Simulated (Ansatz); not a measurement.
`C=NB(C)F` + `BNC` → `BN(C)B(C)F` + `C=N` at 298.15 K and 1 bar (ligand exchange at a B–N bond).

Isolated molecules relaxed with PBE0-D4/def2-TZVP in Ansatz; ΔE leaves out vibrations. CBS: MP2 limit from def2 TZ/QZ plus the TZ coupled-cluster correction, frozen cores. This one scheme is used for every species. One conformer a species, not always the lowest.

| species | CCSD(T)/CBS energy (Eh) | H − E (kJ/mol) | S (J/(mol·K)) |
| --- | --- | --- | --- |
| `C=NB(C)F` | -258.47400 | 214.4 | 328.4 |
| `BNC` | -121.18426 | 215.2 | 268.0 |
| `BN(C)B(C)F` | -285.13931 | 314.6 | 361.6 |
| `C=N` | -94.52360 | 115.3 | 227.0 |

H − E and S are ideal-gas, rigid-rotor, harmonic terms from PBE0-D4/def2-TZVP, for one conformer and one mirror image of each species. 1 Eh = 2625.50 kJ/mol, R = 8.31446 J/(mol·K).

Problem. By hand: ΔE, ΔH, ΔS and ΔG.

Solution. ΔE = (-285.13931) + (-94.52360) − (-258.47400) − (-121.18426) = -0.00465 Eh = -12.2 kJ/mol. Δ(H − E) = 314.6 + 115.3 − 214.4 − 215.2 = 0.3, so ΔH = -11.9 kJ/mol. ΔS = 361.6 + 227.0 − 328.4 − 268.0 = -7.8 J/(mol·K). ΔG = -11.9 − 298.15 × (-7.8)/1000 = -9.6 kJ/mol.

Problem. By hand: the equilibrium constant, and the temperature at which ΔG would vanish if ΔH and ΔS stayed fixed.

Solution. log₁₀ K = −ΔG/(RT ln 10) = 1.7. ΔG = 0 at ΔH/ΔS = 1526 K, though so small a ΔS makes that figure unsure.

The number of gas molecules stays the same, so ΔS is small and ΔH decides. A doubt of 5 kJ/mol in ΔE shifts log₁₀ K by 0.9 here. Other conformers and mirror images would add mixing entropy, several J/(mol·K) or more a flexible species. Modes under 60 cm⁻¹, often nearly free rotors, make the harmonic entropy too high. These are equilibria of isolated gas molecules and say nothing of rates. Largest T1 diagnostic: 0.013 (customary marks: 0.02 for closed shells, 0.045 for open ones).
